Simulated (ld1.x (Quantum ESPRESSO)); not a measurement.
**Mg: variants of one TM potential**

Base potential:

| Item | Value |
| --- | --- |
| Element | magnesium |
| Generator | ld1.x (Quantum ESPRESSO) 7.5 |
| Type | norm-conserving Troullier–Martins (Kleinman–Bylander form) |
| Functional | BLYP |
| Relativity | scalar-relativistic |
| Frozen core | [Ne] |
| Valence charge | 2 |
| Reference configuration | 3s1.5 3p0.5 |
| Partial waves | 3s (bound): rc 2.30 bohr; 3p (bound): rc 2.85 bohr |
| Local potential | all-electron potential smoothed inside 2.30 bohr (lloc = -1) |
| Core correction | Bessel-smoothed model core, default radius (core density twice the valence density) |

Cutoffs, loose and tight: the cutoffs (Ry, on a coarse ladder) from which the occupation-weighted sum of valence levels, in a spherical-Bessel basis at the reference potential, stays within 10 and 1 mRy of its value at 400 Ry. They do not see the model core or the augmentation charge, which bear on the density cutoff. Test errors are all-electron minus pseudo excitation energies from the reference, over the configurations 3s2 3p0; 3s1 3p0; 3s1.5 3p0; 3s1 3p1; 3s0 3p2; 3s0 3p1. A dash means not determined; rows that change the core or the reference have their own tests.

| change | outcome | cutoff, loose | cutoff, tight | bound ghosts | largest test error (meV) |
| --- | --- | --- | --- | --- | --- |
| base | generated | 6 Ry | 18 Ry | none | -5.4 |
| wave 3s (bound): rc 2.30 bohr becomes 3s (bound): rc 1.54 bohr | generated | 25 Ry | 50 Ry | none | -11 |
| wave 3s (bound): rc 2.30 bohr becomes 3s (bound): rc 1.66 bohr | generated | 18 Ry | 45 Ry | none | -8.3 |
| wave 3s (bound): rc 2.30 bohr becomes 3s (bound): rc 1.96 bohr | generated | 6 Ry | 18 Ry | none | -5.1 |
| wave 3s (bound): rc 2.30 bohr becomes 3s (bound): rc 2.36 bohr | generated | 6 Ry | 18 Ry | none | -6.0 |
| wave 3s (bound): rc 2.30 bohr becomes 3s (bound): rc 2.54 bohr | generated | 6 Ry | 15 Ry | none | -9.0 |
| wave 3s (bound): rc 2.30 bohr becomes 3s (bound): rc 2.74 bohr | generated | 6 Ry | 12 Ry | none | -14 |
| wave 3s (bound): rc 2.30 bohr becomes 3s (bound): rc 3.00 bohr | generated | 6 Ry | 8 Ry | none | -24 |
| wave 3s (bound): rc 2.30 bohr becomes 3s (bound): rc 3.24 bohr | generated | 6 Ry | 8 Ry | none | -40 |
| wave 3s (bound): rc 2.30 bohr becomes 3s (bound): rc 3.42 bohr | generated | 6 Ry | 6 Ry | none | -61 |

Q: What comes out with this change to the base: wave 3s (bound): rc 2.30 bohr becomes 3s (bound): rc 2.10 bohr?

A: outcome: generated; cutoff, loose: 8 Ry; cutoff, tight: 18 Ry; bound ghosts: none; largest test error (meV): -4.5.

Reading the sweep of the s radius (base included, trends over the rows without a ghost): The loose cutoff falls from 25 Ry at 1.54 to 6 Ry at 3.42 bohr, with one reversal. A larger radius leaves more room for a smooth pseudo-wave, so fewer plane waves are needed; a smaller one forces it to follow the all-electron wave where it bends sharply. The median size of the test errors (rows with all tests solved) is not monotonic: lowest 0.9 meV at 2.1 bohr, highest 3.7 meV at 3.42 bohr.
